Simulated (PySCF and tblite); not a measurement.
2 diastereomers of C10H14, numbered alike:

```tsv
isomer	SMILES	descriptors (one enantiomer)
A	[CH3:1][CH2:2][C:3]1=[CH:4][C@@H:5]2[CH:6]=[C:7]([CH3:8])[C@@H:9]2[CH2:10]1	5R, 9R
B	[CH3:1][CH2:2][C:3]1=[CH:4][C@H:5]2[CH:6]=[C:7]([CH3:8])[C@@H:9]2[CH2:10]1	5S, 9R
```

Computed spectrum of one of them (conformer average at 298.15 K; GFN1-xTB geometries, energies BLYP/pcseg-1 (IEF-PCM, dimethylsulfoxide) (D3(BJ) added where defined), GIAO shieldings BP86/pcSseg-1 (IEF-PCM, dimethylsulfoxide); references on GFN2-xTB geometries), in ppm: ¹H (against TMS): 6.61 (1H), 6.45 (1H), 3.55 (1H), 2.92 (1H), 2.89 (1H), 2.64 (1H), 2.44 (1H), 2.42 (1H), 2.16 (3H), 1.20 (3H). ¹³C (against TMS): 161.0 (1C), 161.0 (1C), 136.4 (1C), 136.2 (1C), 67.4 (1C), 59.9 (1C), 47.7 (1C), 33.4 (1C), 21.0 (1C), 17.5 (1C). Of the H, only those on carbon are given.

(1) Which isomer is it?

Shifts are unscaled: against experiment ¹³C can be off by 15 ppm or more and ¹H by 0.8 ppm.

Results:

(1) B. After a straight-line scaling (slope 0.85 to 1.15) of computed carbon shifts, the largest errors are A 13.1 ppm (at 67.4), B 2.3 ppm (at 59.9). Assigned: ¹H (against TMS): 6.61 (H4, 1H), 6.45 (H6, 1H), 3.55 (H5, 1H), 2.92 (H9, 1H), 2.89 (H10a, 1H), 2.64 (H10b, 1H), 2.44 (H2a, 1H), 2.42 (H2b, 1H), 2.16 (H8, 3H), 1.20 (H1, 3H). ¹³C (against TMS): 161.0 (C3), 161.0 (C7), 136.4 (C6), 136.2 (C4), 67.4 (C9), 59.9 (C5), 47.7 (C10), 33.4 (C2), 21.0 (C8), 17.5 (C1). For comparison, at another level (GFN2-xTB geometries, energies B3LYP/def2-SVP (IEF-PCM, methanol) (D3(BJ) added where defined), GIAO shieldings mPW1PW91/pcSseg-1 (IEF-PCM, methanol)) the isomers give: A: ¹H (against TMS): 6.51 (H6, 1H), 5.79 (H4, 1H), 3.54 (H5, 1H), 3.20 (H9, 1H), 2.35 (H10a, 1H), 2.29 (H10b, 1H), 2.10 (H2a, 1H), 2.04 (H2b, 1H), 1.93 (H8, 3H), 1.11 (H1, 3H). ¹³C (against TMS): 161.3 (C7), 156.7 (C3), 146.9 (C6), 133.4 (C4), 56.2 (C5), 49.2 (C9), 37.4 (C10), 30.1 (C2), 17.0 (C8), 15.5 (C1). B: ¹H (against TMS): 6.53 (H4, 1H), 6.37 (H6, 1H), 3.33 (H5, 1H), 2.71 (H10a, 1H), 2.67 (H9, 1H), 2.46 (H10b, 1H), 2.28 (H2a, 1H), 2.24 (H2b, 1H), 2.08 (H8, 3H), 1.10 (H1, 3H). ¹³C (against TMS): 161.5 (C7), 161.1 (C3), 137.9 (C6), 137.0 (C4), 64.2 (C9), 55.6 (C5), 45.2 (C10), 30.5 (C2), 19.6 (C8), 16.0 (C1).
